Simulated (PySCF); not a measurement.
Work out the structure from these simulated measurements.

Elements present: C, H, O and P. Monoisotopic mass: 170.0497 u.

* 13C NMR: chemical shifts (computed TMS as zero) by class: 226.4 (1 C), 146.3 (2 C), 139.8 (2 C), 75.3 (1 C), 56.4 (1 C), 31.4 (1 C) ppm [GIAO PBE0/pcSseg-1]
* 1H NMR: chemical shifts (computed TMS as zero) by class: 7.86 (2 H), 6.79 (2 H), 4.49 (1 H), 3.07 (3 H), 2.47 (3 H) ppm [GIAO PBE0/pcSseg-1]
* Rotational structure: rotational constants A, B, C: 2.023, 0.660, 0.625 GHz [GFN2-xTB]
* NMR, other nuclei: isotropic shieldings of nuclei other than C and H, by class: -389 (1 O), 286 (1 O), 316 (1 P) ppm [GIAO PBE0/pcSseg-1]
* Dipole: 2.18 D [PBE0/pcSseg-1]

Gas-phase values; electronic properties from PySCF, density fitting. Levels stand in brackets. One conformer (not necessarily the lowest) at the GFN2-xTB geometry, without solvent, vibrations or thermal averaging. GFN2-xTB frequencies show an imaginary mode (49i cm⁻¹), so this geometry is no minimum at that level. NMR values are class means; diastereotopic atoms form classes of their own.

Question: Which formula fits the mass and the elements?

Answer: C8H11O2P (calculated 170.0497). No other formula that holds each of these elements comes within 0.0003 u with a fitting electron parity and a possible valence count.

Question: What is the compound? Reason from the data.

Answer: Numbering: `[CH3:1][O:2][CH:3]1[CH:4]=[CH:5][P:6]([C:7]([CH3:8])=[O:9])[CH:10]=[CH:11]1`. 8 carbons fall into 6 classes; from least to most shielded: carbonyl carbon [C7] (226.4 ppm), alkene CH carbon [C5/C10] (146.3 ppm, 2 C, up to 4.6 ppm apart in this geometry), alkene CH carbon [C4/C11] (139.8 ppm, 2 C), ring sp3 carbon bound to oxygen [C3] (75.3 ppm), methoxy carbon [C1] (56.4 ppm), methyl carbon next to a carbonyl [C8] (31.4 ppm). Hydrogen classes from least to most shielded: 2 H on 2 alkene CH carbons, C5/C10 (7.86 ppm, a mean of values up to 0.8 ppm apart in this geometry), 2 H on 2 alkene CH carbons, C4/C11 (6.79 ppm), 1 H on an sp3 carbon bound to oxygen, C3 (4.49 ppm), 3 H on a methoxy carbon, C1 (3.07 ppm), 3 H on a methyl carbon next to a carbonyl, C8 (2.47 ppm, a mean of values up to 0.8 ppm apart in this geometry). The other shieldings belong to: -389 ppm, carbonyl oxygen [O9]; 286 ppm, ether oxygen [O2]; 316 ppm, phosphine phosphorus [P6]. The optimised geometry has point group C1 and is an asymmetric top. Structure: `COC1C=CP(C(C)=O)C=C1`. Computed isomers that give other values at the same levels: `CC(=O)CP(C)c1ccoc1` (13C chemical shifts (computed TMS as zero) by class: 209.0 (1 C), 148.2 (1 C), 147.5 (1 C), 132.6 (1 C), 117.3 (1 C), 54.1 (1 C), 31.9 (1 C), 14.6 (1 C) ppm); `C#CC[P@@](=O)(O)C1=CCCC1` (13C chemical shifts (computed TMS as zero) by class: 156.1 (1 C), 143.7 (1 C), 80.9 (1 C), 78.5 (1 C), 38.2 (1 C), 36.1 (1 C), 25.4 (1 C), 24.4 (1 C) ppm); `CC(C)(C)c1occ(C=O)p1` (13C chemical shifts (computed TMS as zero) by class: 223.0 (1 C), 190.7 (1 C), 157.8 (1 C), 149.4 (1 C), 40.5 (1 C), 31.4 (3 C) ppm). The assignments are read from this structure; whether some other isomer fits the data as well wasn't checked.

The values belong to the conformer `[CH3:1][O:2][CH:3]1[CH:4]=[CH:5][P:6]([C:7]([CH3:8])=[O:9])[CH:10]=[CH:11]1`: C1–O2–C3–C4 178°, C5–P6–C7–C8 68°.
